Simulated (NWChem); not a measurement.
**Atomisation of HNaO**

```xyz
3

Na     0.4247    -0.8043     0.0000
O     -0.4425     0.9085     0.0000
H     -1.1312     1.5787     0.0000
```
Charge 0, spin multiplicity 1.

Everything below was run with NWChem. Structure: optimised with B3LYP/def2-SVP, a minimum by its harmonic frequencies.

Basis set: def2-TZVP. The atomisation energy is electronic alone: no zero-point, thermal, spin-orbit or counterpoise terms. No value is extrapolated to the basis-set limit. Free atoms are single determinants with multiplicities Na 2, O 3, H 2. Correlated methods freeze the same cores in atoms and molecule, 2 orbitals in all.

B3LYP has NWChem's definition, with VWN1-RPA local correlation. The structure started from a generated list of species. The stability of the SCF solutions was not checked. Open-shell Hartree-Fock references start from PBE0 orbitals. Coupled-cluster values serve here as a point of comparison, not as the truth.

Question: Order these methods by the atomisation energy they give, lowest first: LDA (SVWN5), PBE0, CCSD(T), CAM-B3LYP.

Answer: CCSD(T) (173.9 kcal/mol), PBE0 (175.0 kcal/mol), CAM-B3LYP (181.9 kcal/mol), LDA (SVWN5) (212.5 kcal/mol)
